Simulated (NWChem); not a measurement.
# CuH; SMILES [CuH]

```xyz
2

Cu     0.0000     0.0000     0.0460
H      0.0000     0.0000    -1.3753
```
Atoms are numbered in this order, from 1.

All runs use the structure optimised with B3LYP/6-31G* (spherical d).

Problem. Give the principal values of the shielding tensors (ppm) of Cu1 from LDA (Slater exchange, VWN5)/pcSseg-1, GIAO (NWChem), with their diamagnetic and paramagnetic parts as GIAO splits them.

Solution. 
```tsv
atom	σ11	σ22	σ33	isotropic	diamagnetic	paramagnetic
Cu1	988.7	988.7	2406.2	1461.2	2402.3	-941.1
```
